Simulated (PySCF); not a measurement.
BH2O2, charge +1, multiplicity 1. Atoms are numbered in the order given.

```xyz
5

O      0.0750     1.2523    -0.0546
B      0.0000     0.0000     0.0224
O     -0.0750    -1.2523    -0.0546
H     -0.3773     1.9915     0.3811
H      0.3773    -1.9915     0.3811
```
Charge +1, spin multiplicity 1.

Geometry optimised at B3LYP-D3(BJ)/def2-TZVP. The spin state was assumed, not searched. The isomer is the one that the SMILES or the coordinates give; other isomers of the formula were not compared. The values are those of a single conformer.

Calculation: PySCF with B3LYP/pcSseg-2.

GIAO shieldings, no solvent; atoms alike by connectivity are averaged. δ = σ(ref) − σ: ¹⁷O against H2O (σ = 325.5 ppm); ¹¹B against BF3 (σ = 86.3 ppm); ¹H against TMS (σ = 31.68 ppm), references at their B3LYP-D3(BJ)/def2-TZVP geometries, non-relativistic.

```json
[
 {"nucleus": "¹⁷O", "atoms": "O1, O3", "count": "2", "δ (ppm)": "45.2"},
 {"nucleus": "¹¹B", "atoms": "B2", "count": "1", "δ (ppm)": "-6.9"},
 {"nucleus": "¹H", "atoms": "H4, H5", "count": "2", "δ (ppm)": "7.24"}
]
```
